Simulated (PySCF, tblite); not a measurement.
C6H15OP.
SMILES with atom numbers: `[CH3:1][CH2:2][CH2:3][PH:4][CH2:5][CH2:6][O:7][CH3:8]` (hydrogens: H9, H10, H11 on C1; H12, H13 on C2; H14, H15 on C3; H16 on P4; H17, H18 on C5; H19, H20 on C6; H21, H22, H23 on C8)

The geometry is computed with GFN2-xTB (gas phase).

**Question.** What internal coordinates does the optimisation give?

**Answer.** 
```
                  bond  length (Å)   order
                 C1–C2       1.522  single
                 C2–C3       1.526  single
                 C3–P4       1.861  single
                 P4–C5       1.870  single
                 C5–C6       1.530  single
                 C6–O7       1.411  single
                 O7–C8       1.406  single
 C1–H9, C1–H10, C1–H11       1.088  single
        C2–H12, C2–H13       1.094  single
        C3–H14, C3–H15       1.094  single
                P4–H16       1.411  single
        C5–H17, C5–H18       1.092  single
        C6–H19, C6–H20       1.096  single
C8–H21, C8–H22, C8–H23       1.094  single
```

Bonds in one row agree within 0.01 Å and their mean is given. Orders are formal, as drawn. A selection of angles:
```
     angle  degrees
  C2–C1–H9    110.4
 C2–C1–H10    110.9
 H9–C1–H10    108.7
 H9–C1–H11    108.2
  C1–C2–C3    111.5
 C1–C2–H12    109.5
 C3–C2–H12    109.4
H12–C2–H13    107.7
  C2–C3–P4    111.7
 C2–C3–H14    109.6
 C2–C3–H15    110.5
 P4–C3–H14    107.1
 P4–C3–H15    109.2
H14–C3–H15    108.7
  C3–P4–C5     98.5
 C3–P4–H16     94.7
 C5–P4–H16     93.5
  P4–C5–C6    106.3
 P4–C5–H17    107.7
 P4–C5–H18    111.9
 C6–C5–H17    111.4
H17–C5–H18    108.2
  C5–C6–O7    110.8
 C5–C6–H19    110.0
 C5–C6–H20    111.8
 O7–C6–H19    105.0
 O7–C6–H20    110.5
H19–C6–H20    108.4
  C6–O7–C8    114.2
 O7–C8–H21    106.3
 O7–C8–H22    110.9
H21–C8–H22    109.6
```

Torsions: C1–C2–C3–P4 64° (synclinal); C2–C3–P4–C5 166° (antiperiplanar); C3–P4–C5–C6 72° (synclinal); P4–C5–C6–O7 25° (synperiplanar); C5–C6–O7–C8 78° (synclinal). The mirror-image conformer, all signs reversed, is as good.

Of the pairs four or more bonds apart, P4···C8 is among the closest relative to their van der Waals radii: 3.24 Å, 93 % of the sum of Bondi's values. P4 (phosphine phosphorus) is pyramidal (angles 98.5°, 94.7° and 93.5°, sum 286.6°, 0.87 Å off the plane of its three neighbours).

Point group: C1 (no symmetry element, even within 0.4 Å). Its GFN2-xTB frequencies are all real (lowest 31 cm⁻¹). One conformer, not necessarily the lowest.
